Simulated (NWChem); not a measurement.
The numbers come from NWChem runs, not from measurements. System: CH3Li, charge 0, spin multiplicity 1, displaced from the optimised geometry. The structure started from a generated list of species. Level: CR-CCSD(T)/cc-pVDZ, 1 core orbitals frozen, spin-restricted.

Job file:

```
start mol
memory heap 100 mb stack 700 mb global 1900 mb
geometry units angstroms nocenter noautoz noautosym
  Li     0.928723    -1.290739     0.000000
  C     -0.223106     0.310075     0.000000
  H     -0.894857     0.373886     0.879879
  H     -1.566608     0.437697    -1.759759
  H      0.342180     1.263994     0.000000
end
basis spherical
  * library cc-pvdz
end
scf
  rhf
  nopen 0
  maxiter 100
  thresh 1e-7
  semidirect memsize 60000000 filesize 0
end
tce
  freeze core 1
  cr-ccsd(t)
  2eorb
  2emet 13
  thresh 1e-6
  maxiter 100
  tilesize 24
end
task tce energy
```

Part of the output:

```
             Northwest Computational Chemistry Package (NWChem) 7.3.0
             --------------------------------------------------------

                                NWChem Input Module
                                -------------------

 Scaling coordinates for geometry "geometry" by  1.889725989
 (inverse scale =  0.529177249)

                             Geometry "geometry" -> ""
                             -------------------------

 Output coordinates in angstroms (scale by  1.889725989 to convert to a.u.)

  No.       Tag          Charge          X              Y              Z
 ---- ---------------- ---------- -------------- -------------- --------------
    1 Li                   3.0000     0.92872300    -1.29073900     0.00000000
    2 C                    6.0000    -0.22310600     0.31007500     0.00000000
    3 H                    1.0000    -0.89485700     0.37388600     0.87987900
    4 H                    1.0000    -1.56660800     0.43769700    -1.75975900
    5 H                    1.0000     0.34218000     1.26399400     0.00000000

 Effective nuclear repulsion energy (a.u.)      14.3413909814

            Nuclear Dipole moment (a.u.)
            ----------------------------
        X                 Y               Z
 ---------------- ---------------- ----------------
    -1.2694272123     0.1205834153    -1.6627321028


 Summary of "ao basis" -> "" (spherical)
 ------------------------------------------------------------------------------
       Tag                 Description            Shells   Functions and Types
 ---------------- ------------------------------  ------  ---------------------
 *                          cc-pvdz                   on all atoms

 Summary of "ao basis" -> "ao basis" (spherical)
 ------------------------------------------------------------------------------
       Tag                 Description            Shells   Functions and Types
 ---------------- ------------------------------  ------  ---------------------
 Li                         cc-pvdz                  6       14   3s2p1d
 C                          cc-pvdz                  6       14   3s2p1d
 H                          cc-pvdz                  3        5   2s1p

                                 NWChem SCF Module
                                 -----------------

  ao basis        = "ao basis"
  functions       =    43
  atoms           =     5
  closed shells   =     6
  open shells     =     0
  charge          =   0.00
  wavefunction    = RHF
  use symmetry    = F
  symmetry adapt  = F

 Summary of "ao basis" -> "ao basis" (spherical)
 ------------------------------------------------------------------------------
       Tag                 Description            Shells   Functions and Types
 ---------------- ------------------------------  ------  ---------------------
 Li                         cc-pvdz                  6       14   3s2p1d
 C                          cc-pvdz                  6       14   3s2p1d
 H                          cc-pvdz                  3        5   2s1p

 Forming initial guess at       0.0s

      Superposition of Atomic Density Guess
      -------------------------------------

 Sum of atomic energies:         -46.59640295

      Non-variational initial energy
      ------------------------------

 Total energy =     -46.622608
 1-e energy   =     -89.636288
 2-e energy   =      28.672289
 HOMO         =      -0.256620
 LUMO         =      -0.102633

 Starting SCF solution at       0.3s

 ----------------------------------------------
         Quadratically convergent ROHF

 Convergence threshold     :          1.000E-07
 Maximum no. of iterations :          100
 Final Fock-matrix accuracy:          1.000E-09
 ----------------------------------------------

              iter       energy          gnorm     gmax       time
             ----- ------------------- --------- --------- --------
                 1      -46.8303123243  5.52D-01  1.71D-01      0.3
                 2      -46.8606559393  2.16D-01  7.73D-02      0.3
                 3      -46.8678366898  2.14D-02  7.00D-03      0.3
                 4      -46.8680079298  2.60D-04  9.18D-05      0.3
                 5      -46.8680079432  2.22D-08  9.90D-09      0.4

       Final RHF  results
       ------------------

         Total SCF energy =    -46.868007943238
      One-electron energy =    -91.082829463357
      Two-electron energy =     29.873430538696
 Nuclear repulsion energy =     14.341390981424

        Time for solution =      0.1s

             Final eigenvalues
             -----------------

              1
    1  -11.2301
    2   -2.4712
    3   -0.8290
    4   -0.5042
    5   -0.3681
    6   -0.2654
    7   -0.0106
    8    0.0360
    9    0.0392
   10    0.0753
   11    0.1153
   12    0.1454
   13    0.1627
   14    0.1948
   15    0.2986
   16    0.3008

                       ROHF Final Molecular Orbital Analysis
                       -------------------------------------

 Vector    4  Occ=2.000000D+00  E=-5.041528D-01
              MO Center= -2.4D-01,  5.6D-01,  2.3D-01, r^2= 1.3D+00
   Bfn.  Coefficient  Atom+Function         Bfn.  Coefficient  Atom+Function
  ----- ------------  ---------------      ----- ------------  ---------------
    29     -0.317950  3 H  s                 39      0.317951  5 H  s
    18      0.298900  2 C  px                19      0.215074  2 C  py
    20     -0.212602  2 C  pz

 Vector    5  Occ=2.000000D+00  E=-3.680849D-01
              MO Center= -1.6D-01,  8.0D-02, -1.5D-01, r^2= 1.5D+00
   Bfn.  Coefficient  Atom+Function         Bfn.  Coefficient  Atom+Function
  ----- ------------  ---------------      ----- ------------  ---------------
    19      0.397538  2 C  py                 2     -0.232897  1 Li s
    22      0.216685  2 C  py                17     -0.211594  2 C  s
    20      0.203117  2 C  pz                 5     -0.188535  1 Li py
    29      0.161198  3 H  s                 39      0.161197  5 H  s

 Vector    6  Occ=2.000000D+00  E=-2.653915D-01
              MO Center= -1.0D+00,  3.6D-01, -1.1D+00, r^2= 2.6D+00
   Bfn.  Coefficient  Atom+Function         Bfn.  Coefficient  Atom+Function
  ----- ------------  ---------------      ----- ------------  ---------------
    35      0.438679  4 H  s                 34      0.324248  4 H  s
    18     -0.195496  2 C  px                21     -0.182823  2 C  px
    23     -0.151218  2 C  pz

 Vector    7  Occ=0.000000D+00  E=-1.057580D-02
              MO Center=  1.9D+00, -2.3D+00,  3.4D-01, r^2= 6.6D+00
   Bfn.  Coefficient  Atom+Function         Bfn.  Coefficient  Atom+Function
  ----- ------------  ---------------      ----- ------------  ---------------
     3      0.840124  1 Li s                  8     -0.283652  1 Li py
     7      0.277988  1 Li px

 Vector    8  Occ=0.000000D+00  E= 3.601730D-02
              MO Center=  1.0D+00, -1.1D+00,  3.0D-01, r^2= 1.4D+01
   Bfn.  Coefficient  Atom+Function         Bfn.  Coefficient  Atom+Function
  ----- ------------  ---------------      ----- ------------  ---------------
     9      0.694407  1 Li pz                 8      0.683564  1 Li py
     3      0.263563  1 Li s                 30     -0.222108  3 H  s
    40     -0.222109  5 H  s                 35      0.179936  4 H  s

 Vector    9  Occ=0.000000D+00  E= 3.921818D-02
              MO Center=  1.1D+00, -1.5D+00, -7.5D-03, r^2= 1.4D+01
   Bfn.  Coefficient  Atom+Function         Bfn.  Coefficient  Atom+Function
  ----- ------------  ---------------      ----- ------------  ---------------
     7      0.691586  1 Li px                 8      0.497611  1 Li py
     9     -0.491905  1 Li pz                30      0.178923  3 H  s
    40     -0.178919  5 H  s

 center of mass
 --------------
 x =   0.14600112 y =  -0.27807298 z =  -0.07603371

 moments of inertia (a.u.)
 ------------------
          64.903866220895          34.219023402562          -7.332858319475
          34.219023402562          49.213895809263           2.054101523889
          -7.332858319475           2.054101523889          86.509509416796

  Mulliken analysis of the total density
  --------------------------------------

    Atom       Charge   Shell Charges
 -----------   ------   -------------------------------------------------------
    1 Li   3     2.64   1.99  0.25  0.01  0.26  0.07  0.06
    2 C    6     6.22   2.00  0.69  0.65  1.71  1.14  0.02
    3 H    1     0.94   0.73  0.17  0.03
    4 H    1     1.27   0.49  0.77  0.00
    5 H    1     0.94   0.73  0.17  0.03

       Multipole analysis of the density wrt the origin
       ------------------------------------------------

     L   x y z        total         open         nuclear
     -   - - -        -----         ----         -------
     0   0 0 0     -0.000000      0.000000     12.000000

     1   1 0 0      2.291186      0.000000     -1.269427
     1   0 1 0     -1.945332      0.000000      0.120583
     1   0 0 1      1.253349      0.000000     -1.662732

     2   2 0 0     -8.747065      0.000000     22.348984
     2   1 1 0     -3.254276      0.000000    -16.423522
     2   1 0 1     -2.855404      0.000000      7.033163
     2   0 2 0     -3.812112      0.000000     26.797091
     2   0 1 1      0.731052      0.000000     -1.575792
     2   0 0 2    -12.332560      0.000000     13.823371

                   NWChem Extensible Many-Electron Theory Module
                   ---------------------------------------------


            General Information
            -------------------
      Number of processors :     1
         Wavefunction type : Restricted Hartree-Fock
          No. of electrons :    12
           Alpha electrons :     6
            Beta electrons :     6
           No. of orbitals :    86
            Alpha orbitals :    43
             Beta orbitals :    43
        Alpha frozen cores :     1
         Beta frozen cores :     1
     Alpha frozen virtuals :     0
      Beta frozen virtuals :     0
         Spin multiplicity : singlet
    Number of AO functions :    43
       Number of AO shells :    21
        Use of symmetry is : off
      Symmetry adaption is : off
         Schwarz screening : 0.10D-09

          Correlation Information
          -----------------------
          Calculation type : Coupled-cluster singles & doubles w/ perturbation
   Perturbative correction : Completely renormalized (T)
            Max iterations :      100
        Residual threshold : 0.10D-05
     T(0) DIIS level shift : 0.00D+00
     L(0) DIIS level shift : 0.00D+00
     T(1) DIIS level shift : 0.00D+00
     L(1) DIIS level shift : 0.00D+00
     T(R) DIIS level shift : 0.00D+00
     T(I) DIIS level shift : 0.00D+00
   CC-T/L Amplitude update :  5-th order DIIS
                I/O scheme : Global Array Library
        L-threshold :  0.10D-05
        EOM-threshold :  0.10D-05
 no EOMCCSD initial starts read in
 TCE RESTART OPTIONS
 SLICE:      F
 D4D5:       F
 quantumc:   F
 qrotation:  F
 pwtce:      F
 qducc:      F
 nacto:                         0
 nrotv:                         0
 nrot:                          0

            Memory Information
            ------------------
          Available GA space size is     249034951 doubles
          Available MA space size is     104855172 doubles

 Maximum block size supplied by input
 Maximum block size        24 doubles

 tile_dim =     19

 -------------------------------------------------

 Global array virtual files algorithm will be used

 Parallel file system coherency ......... OK

 4-electron integrals stored in orbital form

 v2    file size   =           950090
 4-index algorithm nr.  13 is used
 imaxsize =       30
 imaxsize ichop =        0


CCSD iterations
 ---------------------------------------------------------
 Iter          Residuum       Correlation     Cpu    Wall
 ---------------------------------------------------------
    1   0.1204071087095  -0.1697458434137     0.0     0.0
    2   0.0472820671270  -0.1919864698047     0.1     0.1
    3   0.0261767417385  -0.1990584317891     0.0     0.0
    4   0.0158194417178  -0.2026375599180     0.1     0.1
    5   0.0103786192248  -0.2044902395575     0.1     0.1
    6   0.0027503764031  -0.2074585089835     0.1     0.1
    7   0.0014568104026  -0.2074675236498     0.1     0.1
    8   0.0009455533402  -0.2074966365756     0.1     0.1
    9   0.0006586275137  -0.2075143763642     0.1     0.1
   10   0.0004636441908  -0.2075352098626     0.1     0.1
   11   0.0001435975434  -0.2075793233459     0.1     0.1
   12   0.0000854715599  -0.2075888977669     0.1     0.1
   13   0.0000604360326  -0.2075928616753     0.1     0.1
   14   0.0000456498042  -0.2075952373756     0.1     0.1
   15   0.0000351726825  -0.2075962154124     0.1     0.1
   16   0.0000108455402  -0.2075987535017     0.1     0.1
   17   0.0000058094557  -0.2075984055104     0.1     0.1
   18   0.0000037894495  -0.2075983229563     0.1     0.1
   19   0.0000026744272  -0.2075982042811     0.1     0.1
   20   0.0000019791885  -0.2075981735545     0.1     0.1
   21   0.0000009044812  -0.2075980405813     0.1     0.1
 -----------------------------------------------------------------
 Iterations converged
 CCSD correlation energy / hartree =        -0.207598040581273
 CCSD total energy / hartree       =       -47.075605983819173

 Singles contributions

 Doubles contributions
    11a   (alpha)    11a   (beta ) ---     6a   (alpha)     6a   (beta )       -0.1791119750
 CR-CCSD(T)

 CR-CCSD[T]  correction energy / hartree =        -0.009643111595364
 CR-CCSD[T] correlation energy / hartree =        -0.217241152176637
 CR-CCSD[T] total energy / hartree       =       -47.085249095414540
 CR-CCSD(T)  correction energy / hartree =        -0.008065288958328
 CR-CCSD(T) correlation energy / hartree =        -0.215663329539600
 CR-CCSD(T) total energy / hartree       =       -47.083671272777501

 Task  times  cpu:        6.4s     wall:        6.4s

 Total times  cpu:        6.4s     wall:        6.4s
```
